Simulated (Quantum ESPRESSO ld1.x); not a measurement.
Values are calculated unless marked as measured or tabulated.
Spin polarisation of the 2p5 shell in F. Start: [He] 2s2 2p(up 2.5, down 2.5); electrons of 2p are moved from spin down to spin up, other shells keep equal spins. Code: ld1.x of Quantum ESPRESSO 7.5. Model: non-relativistic Kohn-Sham, LDA (Slater exchange, VWN5 correlation), spin-polarised, spherical densities, point nucleus.

| moment (Bohr magnetons) | E - E(0) (eV) | e(2p up) (eV) | e(2p down) (eV) | 2s down minus up (eV) | 1s down minus up (eV) |
|---|---|---|---|---|---|
| 0 | 0.000 | -11.309 | -11.309 | 0.000 | 0.000 |
| 0.25 | -0.025 | -11.503 | -11.107 | 0.407 | 0.209 |
| 0.5 | -0.099 | -11.688 | -10.896 | 0.814 | 0.419 |
| 0.75 | -0.223 | -11.864 | -10.677 | 1.222 | 0.628 |
| 1 | -0.396 | -12.032 | -10.448 | 1.631 | 0.837 |

At moment 1 the spin-polarisation energy is -0.396 eV and the 2p exchange splitting 1.584 eV, that is 1.584 eV per Bohr magneton; E = -I m^2/4 would give I = 1.583 eV.
